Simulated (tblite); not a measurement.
Record of a relaxation.

C₆H₇N₂ (doublet state).
Bonds: N1–C2, C2–C3 (aromatic), C3–C4 (aromatic), C4–C5 (aromatic), C5–C6 (aromatic), C6–N7, C6–C8 (aromatic), C2–C8 (aromatic). Hydrogens: H9, H10 on N1; H11 on C4; H12 on C5; H13, H14 on N7; H15 on C8.
Bond orders are those of one Lewis drawing.

Computed with GFN2-xTB (tblite), gas phase: L-BFGS steps from a force-field or distance-geometry start until the largest atomic force falls under 0.01 eV/Å. 6 of its 55 geometries are shown.

Step 0: E = -601.6399 eV, largest atomic force 3.683 eV/Å
```
atom  x, y, z in Å  |  force x, y, z in eV/Å
N1      2.690   -0.378    0.105   -0.449   0.301   0.174
C2      1.343    0.168    0.082    3.591  -0.802   0.169
C3      1.107    1.496    0.235   -2.289   0.579  -0.119
C4     -0.228    1.914    0.195    1.037   0.209   0.394
C5     -1.270    1.012    0.048   -0.536  -0.041  -0.074
C6     -1.025   -0.349   -0.105   -0.689  -0.880  -0.185
N7     -2.079   -1.287   -0.275    0.039   0.280   0.109
C8      0.314   -0.718   -0.065   -1.128  -1.532  -0.506
H9      3.307   -0.125    0.907   -0.806  -0.367  -1.514
H10     3.012   -1.002   -0.659   -0.455   0.805   1.351
H11    -0.459    2.965    0.310   -0.021  -0.018  -0.048
H12    -2.305    1.329    0.020    0.132   0.296   0.037
H13    -1.920   -2.261   -0.634   -0.170   1.782   0.783
H14    -3.050   -0.988   -0.013    1.651  -0.570  -0.586
H15     0.559   -1.767   -0.174    0.093  -0.040   0.014
```

Step 11: E = -602.2417 eV, largest atomic force 0.445 eV/Å
```
atom  x, y, z in Å  |  force x, y, z in eV/Å
N1      2.696   -0.309    0.058   -0.153  -0.027  -0.304
C2      1.375    0.091    0.088   -0.215   0.157  -0.034
C3      1.016    1.410    0.282   -0.209   0.270   0.016
C4     -0.253    1.912    0.252    0.052  -0.116   0.034
C5     -1.302    1.010    0.053    0.049   0.122  -0.013
C6     -1.016   -0.345   -0.131    0.337   0.186   0.118
N7     -2.039   -1.244   -0.280    0.288   0.193  -0.068
C8      0.311   -0.794   -0.137   -0.067  -0.102   0.052
H9      3.334    0.041    0.747    0.028  -0.006  -0.140
H10     2.920   -1.142   -0.459    0.035  -0.097   0.396
H11    -0.467    2.979    0.348    0.152  -0.416   0.045
H12    -2.330    1.361    0.028    0.207  -0.084   0.007
H13    -1.788   -2.187   -0.504   -0.423  -0.060   0.096
H14    -2.968   -0.910   -0.115   -0.091  -0.369  -0.152
H15     0.507   -1.863   -0.254    0.013   0.351  -0.052
```

Step 22: E = -602.4597 eV, largest atomic force 0.244 eV/Å
```
atom  x, y, z in Å  |  force x, y, z in eV/Å
N1      2.692   -0.309   -0.095   -0.047  -0.068   0.230
C2      1.374    0.109    0.046    0.008   0.059   0.041
C3      1.025    1.417    0.305    0.143   0.035  -0.049
C4     -0.242    1.903    0.318    0.026  -0.058  -0.062
C5     -1.288    1.010    0.089   -0.006  -0.053  -0.046
C6     -1.012   -0.343   -0.131   -0.032   0.077  -0.079
N7     -2.028   -1.236   -0.424   -0.030  -0.092  -0.126
C8      0.314   -0.778   -0.152   -0.045   0.062  -0.013
H9      3.357    0.213    0.461   -0.047  -0.003  -0.119
H10     2.819   -1.310   -0.013    0.002   0.110  -0.032
H11    -0.435    2.958    0.474   -0.049  -0.155   0.033
H12    -2.302    1.378    0.043   -0.050  -0.064   0.068
H13    -1.845   -2.222   -0.325    0.091   0.137   0.031
H14    -2.983   -0.970   -0.256    0.110   0.133   0.107
H15     0.550   -1.811   -0.361   -0.075  -0.119   0.015
```

Step 32: E = -602.4898 eV, largest atomic force 0.040 eV/Å
```
atom  x, y, z in Å  |  force x, y, z in eV/Å
N1      2.681   -0.326   -0.053   -0.012   0.029  -0.009
C2      1.372    0.104    0.049   -0.016   0.006  -0.021
C3      1.029    1.417    0.283    0.008   0.015   0.006
C4     -0.243    1.894    0.310    0.008  -0.016  -0.011
C5     -1.290    1.006    0.071   -0.005  -0.012   0.004
C6     -1.008   -0.336   -0.174   -0.002  -0.021   0.002
N7     -2.026   -1.226   -0.491   -0.017   0.015   0.012
C8      0.311   -0.779   -0.169    0.000  -0.011  -0.024
H9      3.369    0.242    0.414    0.013  -0.004   0.012
H10     2.824   -1.320    0.028    0.025  -0.001   0.031
H11    -0.456    2.935    0.504    0.019  -0.017   0.004
H12    -2.312    1.358    0.074   -0.012   0.001  -0.009
H13    -1.830   -2.196   -0.295   -0.004   0.004  -0.021
H14    -2.953   -0.940   -0.216   -0.008   0.009   0.025
H15     0.527   -1.823   -0.356    0.004   0.000  -0.001
```

Step 43: E = -602.4920 eV, largest atomic force 0.023 eV/Å
```
atom  x, y, z in Å  |  force x, y, z in eV/Å
N1      2.686   -0.325   -0.052   -0.005  -0.014  -0.007
C2      1.373    0.100    0.036   -0.015   0.002   0.003
C3      1.030    1.412    0.273    0.006   0.020   0.010
C4     -0.241    1.889    0.307    0.002   0.002  -0.011
C5     -1.289    1.002    0.068    0.000  -0.009   0.005
C6     -1.008   -0.339   -0.181   -0.002  -0.009   0.001
N7     -2.038   -1.220   -0.487    0.010   0.007   0.000
C8      0.312   -0.784   -0.184   -0.011  -0.010  -0.002
H9      3.362    0.258    0.415    0.012   0.004   0.006
H10     2.836   -1.314    0.065    0.008  -0.001   0.004
H11    -0.451    2.928    0.512    0.004   0.008  -0.006
H12    -2.311    1.353    0.073    0.000   0.004   0.005
H13    -1.842   -2.195   -0.321   -0.008   0.012  -0.005
H14    -2.953   -0.930   -0.178    0.002  -0.023   0.003
H15     0.529   -1.828   -0.368   -0.004   0.006  -0.008
```

Step 54: E = -602.4923 eV, largest atomic force 0.008 eV/Å
```
atom  x, y, z in Å  |  force x, y, z in eV/Å
N1      2.685   -0.326   -0.048    0.001  -0.005  -0.002
C2      1.372    0.098    0.037    0.001   0.002   0.003
C3      1.031    1.412    0.274    0.000   0.003  -0.001
C4     -0.239    1.890    0.305   -0.002   0.003  -0.007
C5     -1.288    1.003    0.071   -0.002  -0.001   0.004
C6     -1.010   -0.339   -0.180    0.001   0.001  -0.001
N7     -2.040   -1.218   -0.486    0.002   0.000   0.003
C8      0.310   -0.784   -0.187    0.002   0.002  -0.003
H9      3.361    0.260    0.415   -0.003  -0.003   0.000
H10     2.839   -1.314    0.073   -0.004   0.000   0.002
H11    -0.448    2.931    0.502    0.001   0.001   0.004
H12    -2.310    1.355    0.079   -0.002   0.000   0.000
H13    -1.839   -2.194   -0.333    0.002   0.001  -0.003
H14    -2.954   -0.939   -0.165    0.004  -0.001   0.000
H15     0.526   -1.827   -0.378    0.000  -0.001   0.002
```

Question: Summarise the path.

Answer: The energy falls by 19.66 kcal/mol from step 0 to step 54; nine tenths of that is first reached at step 18. It falls at every step. The largest force goes from 3.683 to 0.008 eV/Å. Among the bonds N1–C2 changes most, from 1.453 to 1.383 Å; the atoms move by 0.307 Å rms after alignment.

Question: Follow the three bonds and two angles with the largest change from start to end.

Answer: 
| step | E above end (kcal/mol) | largest force (eV/Å) | N1–C2 (Å) | N7–H13 (Å) | C3–C4 (Å) | C2–C3–C4 (°) | H9–N1–H10 (°) |
| --- | --- | --- | --- | --- | --- | --- | --- |
| 0 | 19.66 | 3.683 | 1.453 | 1.050 | 1.399 | 117.1 | 121.9 |
| 2 | 10.80 | 0.680 | 1.388 | 1.007 | 1.364 | 121.9 | 120.6 |
| 5 | 8.57 | 0.352 | 1.382 | 0.998 | 1.361 | 123.8 | 117.6 |
| 7 | 7.80 | 0.347 | 1.386 | 1.001 | 1.356 | 124.9 | 117.8 |
| 9 | 6.99 | 0.401 | 1.386 | 1.003 | 1.359 | 125.7 | 119.2 |
| 12 | 4.79 | 0.557 | 1.378 | 0.999 | 1.364 | 126.2 | 119.8 |
| 14 | 3.16 | 0.738 | 1.381 | 1.001 | 1.356 | 125.4 | 116.9 |
| 16 | 2.34 | 0.412 | 1.383 | 1.001 | 1.352 | 124.9 | 114.9 |
| 19 | 1.36 | 0.321 | 1.386 | 1.003 | 1.360 | 124.5 | 113.4 |
| 21 | 0.88 | 0.259 | 1.390 | 1.004 | 1.360 | 125.0 | 112.5 |
| 23 | 0.62 | 0.208 | 1.389 | 1.005 | 1.357 | 125.4 | 113.1 |
| 26 | 0.19 | 0.121 | 1.380 | 1.008 | 1.356 | 124.3 | 115.1 |
| 28 | 0.12 | 0.095 | 1.380 | 1.008 | 1.357 | 124.0 | 114.9 |
| 31 | 0.06 | 0.048 | 1.382 | 1.008 | 1.358 | 124.8 | 115.0 |
| 33 | 0.05 | 0.032 | 1.381 | 1.008 | 1.358 | 124.9 | 114.8 |
| 35 | 0.04 | 0.042 | 1.382 | 1.008 | 1.358 | 124.8 | 114.3 |
| 38 | 0.03 | 0.045 | 1.384 | 1.008 | 1.358 | 124.7 | 114.1 |
| 40 | 0.02 | 0.030 | 1.383 | 1.008 | 1.358 | 124.8 | 114.4 |
| 42 | 0.01 | 0.028 | 1.383 | 1.008 | 1.358 | 124.9 | 114.5 |
| 45 | 0.01 | 0.014 | 1.383 | 1.008 | 1.358 | 124.8 | 114.3 |
| 47 | 0.00 | 0.016 | 1.383 | 1.008 | 1.358 | 124.8 | 114.3 |
| 49 | 0.00 | 0.017 | 1.383 | 1.008 | 1.358 | 124.8 | 114.4 |
| 52 | 0.00 | 0.013 | 1.383 | 1.008 | 1.357 | 124.8 | 114.5 |
| 54 | 0.00 | 0.008 | 1.383 | 1.008 | 1.357 | 124.8 | 114.4 |

What follows is the cost of the whole relaxation. Time: 0.31 s of wall time. Hardware: Arm Neoverse V1, one thread, no GPU, shared host with 32 logical CPUs at a one-minute load of 32.
